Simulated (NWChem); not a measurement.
C2H4F2OSi; SMILES FC[Si@@H](C=O)F

```xyz
10

O     -1.2118     2.1148    -0.0470
C     -0.0507     1.8072     0.0898
Si     0.4676     0.0090    -0.3520
F      1.9508    -0.2706     0.2579
C     -0.8239    -1.1249     0.4233
F     -0.7536    -2.3957    -0.1010
H      0.6971     2.5612     0.4620
H      0.5275    -0.1623    -1.8278
H     -1.8220    -0.6918     0.2262
H     -0.6993    -1.1709     1.5204
```
Atoms are numbered in this order, from 1.

All runs: NWChem. Geometry: optimised at PBE0/def2-SVP. GIAO values for the isolated, static molecule; σ is the absolute isotropic shielding, δ = σ(reference) − σ with the isolated reference molecule computed at the same levels (13C: tetramethylsilane, 19F: trichlorofluoromethane, 1H: tetramethylsilane, 17O: water, 29Si: tetramethylsilane).

For level PBE0/pcSseg-1:

```
Property     Value
----------  ------
δ O1 (ppm)   968.7
δ C2 (ppm)   248.5
δ F4 (ppm)  -210.5
δ C5 (ppm)    76.5
δ F6 (ppm)  -305.7
δ H8 (ppm)    5.11
```

Task: What are these values for level KT2/pcSseg-1?

Result: 
* **δ O1 (ppm)**: 862.4
* **δ C2 (ppm)**: 227.9
* **δ F4 (ppm)**: -239.1
* **δ C5 (ppm)**: 78.2
* **δ F6 (ppm)**: -327.4
* **δ H8 (ppm)**: 5.27
